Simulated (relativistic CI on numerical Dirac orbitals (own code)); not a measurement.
# Au III: sensitivity of the levels to the model

Base calculation: Dirac-Coulomb-Breit CI, orbitals from a KLI potential per configuration, QED by a radiative potential, valence Slater integrals scaled by 0.85, P86 correlation energy added to each configuration.

Configurations in the expansion (outside the closed core [Xe] 4f14): 5d⁹, 5d⁸6s, 5d⁷6s², 5d⁸6p, 5d⁸5f, 5d⁷6s6p, 5d⁸7s, 5d⁸6d, 5d⁸7p, 5d⁷5f², 5d⁸7d, 5d⁸6f, 5d⁸5g, 5d⁸7f, 5d⁷6s7s, 5d⁷5f6s. Levels of other configurations are missing.

The lowest level and the first level of each name with at least 55 % of one term (blank where a level has no safe partner in the second run):

| Level | Base (cm⁻¹) | Shift (cm⁻¹) |
| --- | --- | --- |
| 5d⁹ ²D5/2 | 0.0 | 0.0 |
| 5d⁹ ²D3/2 | 11796.3 | -11796.3 |
| 5d⁸6s ⁴F9/2 | 34049.6 | +40417.8 |
| 5d⁸6s ⁴F7/2 | 39602.3 | +34865.2 |
| 5d⁸6s ⁴F5/2 | 48507.2 |  |
| 5d⁸6s ²F7/2 | 50313.5 | +31526.2 |
| 5d⁸6s ⁴P3/2 | 54676.1 | +31468.6 |
| 5d⁸6s ⁴P1/2 | 54848.3 | +31296.4 |
| 5d⁸6s ²G9/2 | 62430.0 | +30332.7 |
| 5d⁸6s ²G7/2 | 63191.1 | +29571.6 |
| 5d⁸6s ²P1/2 | 64546.7 | +28658.0 |
| 5d⁷6s² ⁴F9/2 | 90794.3 | +81925.4 |
| 5d⁸6p ⁴D°7/2 | 90935.6 | +27310.5 |
| 5d⁸6s ²S1/2 | 91265.3 | +25539.5 |
| 5d⁷6s² ⁴F7/2 | 101354.2 | +71365.6 |
| 5d⁷6s² ⁴F5/2 | 102835.0 | +69884.7 |
| 5d⁸6p ⁴G°11/2 | 103944.5 | +16979.9 |
| 5d⁸6p ⁴F°9/2 | 105630.5 | +17264.9 |
| 5d⁸6p ²F°7/2 | 107345.6 |  |
| 5d⁸6p ⁴D°3/2 | 108175.5 |  |
| 5d⁷6s² ⁴P5/2 | 110188.5 |  |
| 5d⁸6p ²D°5/2 | 110465.4 |  |

For a near-neutral ion this model can misplace configurations by up to about 10,000 cm⁻¹ (more where the count of f electrons changes) and terms by 10 to 25 % of their spread. Rates follow the energies as ν³ (E1, M1) or ν⁵ (E2), so they and the lifetimes can be off by large factors. The fine structure of a lone outer electron comes out too small, for d and f at times inverted, and misplaced configurations move strength between like terms. 10 of the 16 excited levels that our extract of the measured tables holds in this range could be paired (the sources list more); they are missed by 4393 cm⁻¹ on average and 6220 at most, and levels without a partner can miss by more.

One thing was changed in a second run, which moved the levels as shown. Which?
A. non-relativistic limit
B. QED terms removed
C. configuration mixing switched off
D. Breit term removed
E. self-excluded LDA correlation estimate

A. Non-relativistic limit. Without relativity the fine structure collapses and s electrons lose their extra binding.

LS names give the leading component of a level, which can be under half, so a name can repeat, a term be missing and a line seem to break the LS rules.
